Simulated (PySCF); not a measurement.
Compound: C7H8F (doublet state).
SMILES with atom numbers: `[F:1][C:2]1=[CH:3][CH2:4][CH:5]=[CH:6][CH2:7][CH:8]1` (hydrogens: H9 on C3; H10, H11 on C4; H12 on C5; H13 on C6; H14, H15 on C7; H16 on C8)

Structure used (GFN2-xTB), in Å, numbered top down from 1:
```xyz
16
C7H8F angstrom
F     -1.0028    2.5556    0.8515
C     -0.5508    1.4211    0.2385
C      0.8076    1.3727    0.0336
C      1.5046    0.2143   -0.5950
C      1.0939   -1.0778    0.0601
C     -0.1436   -1.5382    0.0004
C     -1.2401   -0.8071   -0.7283
C     -1.5250    0.5051   -0.0804
H      1.3962    2.2075    0.3782
H      2.5827    0.3532   -0.5231
H      1.2414    0.1642   -1.6605
H      1.8551   -1.6048    0.6159
H     -0.4185   -2.4520    0.5059
H     -0.9175   -0.6395   -1.7649
H     -2.1481   -1.4082   -0.7555
H     -2.5426    0.7429    0.1835
```

Computed with PySCF 2.14.0, UKS B3LYP, pcH-1 on C F H, non-relativistic, mean-field spin-orbit, GIAO. Geometry: GFN2-xTB, one conformer, isolated molecule. The geometry wasn't refined by DFT: couplings that depend on bond lengths, twists or pyramidal angles can differ widely from those at the functional's own minimum. Stability of the SCF solution: not tested. ⟨S²⟩ is 0.776 where a pure state has 0.75.

The Mulliken spin populations are largest on C8 (+0.64), C3 (+0.64) and C2 (-0.23). The positive populations add up to 1.40 and the negative ones to -0.40, together 2S = 1. The angles at C8 add up to 360.0°, so it is planar; its axial dipolar tensor and the negative coupling of its proton fit spin in a p orbital normal to that plane.

Task: Find Q in a(H) = Q·ρ(C) for the protons on the planar carbons that carry spin.

Result: 
| H | C | ρ(C) | a(H) (G) | a/ρ (G) |
| --- | --- | --- | --- | --- |
| H9 | C3 | +0.640 | -14.60 | -22.8 |
| H16 | C8 | +0.640 | -14.61 | -22.8 |

These protons share one ρ (within 0.01), so their mean ratio, Q = -22.8 G, is no test of linearity.

Task: How do the β-proton couplings of this frozen conformer go with θ, the angle between the C–H bond and the normal to the plane of the spin centre's three neighbours, both seen down the bond from centre to carbon?

Result: 
```tsv
β H	on	centre	θ (°)	cos²θ	a (G)
H10	C4	C3	83	0.01	+1.47
H11	C4	C3	21	0.87	+32.97
H14	C7	C8	21	0.87	+33.04
H15	C7	C8	83	0.01	+1.48
```

Fitting the Heller–McConnell form a = ρ(B0 + B2 cos²θ), with Mulliken ρ = 0.64, gives B0 = 1.5 G and B2 = 57.7 G; with only two distinct angles the two parameters are fixed exactly. By this fit the coupling would be 37.9 G at θ = 0° and 1.0 G at 90°.

Couplings in gauss use g_iso = 2.0025.

The run took 72 s of wall time (grids of density and orbitals included) on one thread, Arm Neoverse V2 (aarch64), on a shared host, and the process peaked at 1.0 GiB of memory.
